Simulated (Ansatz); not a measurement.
**Errors in the atomisation enthalpy at 298 K**

8 molecules without hydrogen; the atomisation enthalpy at 298 K in kJ/mol, computed less measured. Shapes, held fixed at every level: PBE0-D4/def2-TZVP. Flexible molecules stand in one conformer, not always the lowest. Thermal terms are harmonic and unscaled (PBE0-D4/def2-TZVP); the spin-orbit lowering of the free atoms is taken from their spectra. Programs: Ansatz 0.2.0. Measured values: Active Thermochemical Tables, CRC Handbook of Chemistry and Physics, NIST-JANAF tables.

Levels: A = HF/def2-TZVPP; B = CCSD(T)/def2-SVP; C = CCSD(T)/def2-TZVPP.

```tsv
molecule	from tabulated heats	A	B	C
IBr (iodine monobromide)	178	-155	-65	-31
CO (SMILES [C-]#[O+])	1077	-357	-43	-34
I2 (iodine)	151	-153	-72	-36
BOF (fluoro(oxo)borane)	1501	-454	-88	-73
B(BO)O (diboron dioxide)	2095	-632	-69	-74
SO2F2 (sulfuryl fluoride)	1693	-883	-410	-106
C2Cl3F3 (1,1,2-trichlorotrifluoroethane)	2753	-1054	-188	-109
S8 (SMILES S1SSSSSSS1)	2115	-1228	-544	-196
```

Problem. Sum up the errors.

Solution. 
```json
{"level": "HF/def2-TZVPP", "kind": "Hartree–Fock", "mean error": "-614.5", "mean absolute error": "614.5", "worst case": "S8"}
{"level": "CCSD(T)/def2-SVP", "kind": "coupled cluster or CI", "mean error": "-184.9", "mean absolute error": "184.9", "worst case": "S8"}
{"level": "CCSD(T)/def2-TZVPP", "kind": "coupled cluster or CI", "mean error": "-82.4", "mean absolute error": "82.4", "worst case": "S8"}
```

On this set CCSD(T)/def2-TZVPP has the smallest mean absolute error and HF/def2-TZVPP the largest. HF/def2-TZVPP is too low in 8 of 8; CCSD(T)/def2-SVP is too low in 8 of 8; CCSD(T)/def2-TZVPP is too low in 8 of 8. The heats of SO2F2 (sulfuryl fluoride), C2Cl3F3 (1,1,2-trichlorotrifluoroethane) come from older tables and can be uncertain by 10 kJ/mol or more. The molecules' own spin-orbit lowering is left out, so errors for iodides read a little too negative. Heats of the atoms come from ATcT where it has them, that of boron, 570 kJ/mol, from recent work. The levels differ in basis as well as in method. The tabulated values of BOF, B(BO)O are in doubt (older tables, estimates, or at odds with other calculations) and kept here. Over the 6 molecules whose values aren't doubted the mean absolute errors are A 638.3; B 220.3; C 85.3. For HF/def2-TZVPP and CCSD(T)/def2-TZVPP the error tends to grow with the atomisation enthalpy. Where a negative error exceeds the measured value, the molecule comes out unbound. Hartree–Fock lacks correlation and underbinds. Correlated wave functions converge slowly with the basis. T1 is large for B(BO)O (0.022), so single-reference values are less sure there. For atoms past krypton def2 sets carry core potentials with scalar relativity. Relativity is left out for Br. Outer-core shells of Br, I are correlated, in sets that cover them unevenly. The set is small.
